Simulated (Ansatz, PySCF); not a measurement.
Isomers of H7BSi2. All species are isolated molecules in the gas phase. One relaxed conformer stands for each flexible species; it need not be the lowest. Strings in code marks are SMILES.

Quantity: electronic energy of isomers of H7BSi2 relative to `B[SiH2][SiH3]`, in kcal/mol.

Level 1: frozen-core CCSD(T)/cc-pVTZ // PBE0-D3(BJ)/def2-TZVP (Ansatz, a first-principles code)
Level 2: CAM-B3LYP/cc-pVTZ // PBE0-D3(BJ)/def2-TZVP (Ansatz)
Level 3: PBE-D3(BJ)/def2-TZVP // PBE0-D3(BJ)/def2-TZVP (PySCF)
Level 4: BP86/6-31G* // PBE0-D3(BJ)/def2-TZVP (PySCF)

```json
[
 {"species": "`[SiH3]B[SiH3]`", "level 2": "4.63", "level 3": "5.58", "level 4": "5.55"}
]
```

Question: What does level 1 give for each?

Answer: 
- `[SiH3]B[SiH3]`: 5.08
